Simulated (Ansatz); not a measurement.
Consider the germylene formation by 1,1-elimination: `[F][GeH]([SH])[Cl]` → HCl + `[F][Ge][SH]`.

Isolated molecules relaxed with PBE0-D4/def2-TZVP in Ansatz; ΔE leaves out vibrations. CCSD(T)/CBS is the MP2 limit (def2-TZVPP, def2-QZVPP) plus CCSD(T) − MP2 in def2-TZVPP, frozen cores. This one scheme is used for every species. Functionals use def2-TZVPP. B3LYP here is the variant with VWN-RPA as its local correlation; programs differ in this. For Ge outer-core shells are correlated without core-valence functions, which leaves a few kJ/mol of doubt a bond. Scalar relativity is left out up to krypton. Each species was taken in one conformer, which may not be the lowest.

`[F][GeH]([SH])[Cl]`:

```xyz
6

F    -1.694    0.539    0.524
Ge   -0.342   -0.401   -0.003
S     0.932    0.809   -1.307
Cl    0.666   -0.920    1.803
H    -0.876   -1.641   -0.717
H     1.314    1.613   -0.300
```

HCl:

Cartesian coordinates in Å:
```
Cl 0.247 0.355 -0.471
H -0.247 -0.355 0.471
```

`[F][Ge][SH]`:

Z-matrix (Å, degrees):
```
Ge
F 1 1.757
S 1 2.235 2 95.2
H 3 1.345 1 92.2 2 -180.0
```

```csv
level,ΔE (kJ/mol)
B3LYP-D4,98.0
CCSD(T)/def2-SVP,124.7
MP2/def2-TZVPP,139.7
MP2/def2-QZVPP,132.0
```

What does CCSD(T)/CBS give? (Estimate.)

The calculation gave: +115.0 kJ/mol. The listed levels differ from it by -17.0, 9.7, 24.7, 17.0 kJ/mol.

Largest T1 diagnostic among the species: 0.015.

From r2SCAN to r2SCAN0 (25 % exact exchange), in def2-TZVPP and without D4, ΔE moves by +10.0 kJ/mol. At CCSD(T), def2-SVP lies +9.7 kJ/mol from the extrapolated value and def2-TZVPP +12.4 kJ/mol.
